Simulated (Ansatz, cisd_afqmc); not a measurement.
Species: F, charge 0, doublet.

Total energies in aug-cc-pVDZ, 7 correlated electrons, 1 frozen orbitals. Radicals and triplets start from unrestricted determinants; spin-orbit coupling is neglected. Cores are frozen in correlated methods. No relativity. AFQMC is phaseless with a CISD trial state; ± is one standard error, without the phaseless bias. Outlying blocks are dropped, and bars are widened where a walk drifts. Over all cases where full CI ran beside it in this data, AFQMC minus full CI had a median of +0.1 mEh and passed +0.4 mEh in a tenth of the cases. Full CI freezes restricted core orbitals and the other rows unrestricted ones, which leaves a small offset even where coupled cluster is exact.

```csv
method,program,energy (Eh),error against FCI (mEh)
HF,Ansatz,-99.38109,169.22
MP2,Ansatz,-99.53570,14.62
CCSD,Ansatz,-99.54775,2.57
CCSD(T),Ansatz,-99.55007,0.25
CCSDT(Q),Ansatz,-99.55035,-0.04
CCSDTQ,Ansatz,-99.55035,-0.04
AFQMC/CISD,cisd_afqmc,-99.5502 ± 0.0001,0.1 ± 0.1
FCI,Ansatz,-99.55032,0.00
```

Ansatz is a program for electronic structure.
